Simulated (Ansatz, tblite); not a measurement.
Forces on the cluster Sn₃Bi₂ at its PBE-D4/def2-SVP geometry. Total charge 0; singlet.

In the def2 sets Bi, Sn take a core potential; there is no spin–orbit coupling. The xTB rows come from tblite. The restricted singlet is unstable towards broken spin symmetry in Hartree–Fock (as tested in another run); at PBE-D4/def2-TZVP this wasn't settled. Another isomer (singlet) lies 1.88 eV lower at PBE0-D4/def2-TZVP; other spin states weren't run for this one.

GFN1-xTB (tblite), largest force 1.55 eV/Å:

```xyz
5
positions Å, forces eV/Å
Bi   -1.185    1.200    2.349    0.160   -0.134   -0.369
Bi   -0.103   -2.123   -1.955    0.058    0.283    0.301
Sn    1.872   -0.322   -1.031   -1.208    0.320    0.598
Sn    0.544    2.065    0.284   -0.224   -1.350   -0.149
Sn   -1.128   -0.820    0.352    1.214    0.881   -0.380
```

GFN2-xTB (tblite), largest force 1.02 eV/Å:

```
Bi 0.545 -0.012 -0.865
Bi 0.452 0.721 0.558
Sn -0.947 -0.263 0.026
Sn -0.468 -0.752 0.413
Sn 0.418 0.308 -0.131
```

PBE-D4/def2-TZVP (Ansatz), largest force 0.18 eV/Å:

```
Bi 0.073 -0.048 -0.159
Bi 0.033 0.118 0.124
Sn -0.107 -0.041 -0.006
Sn -0.061 -0.076 0.061
Sn 0.062 0.047 -0.021
```
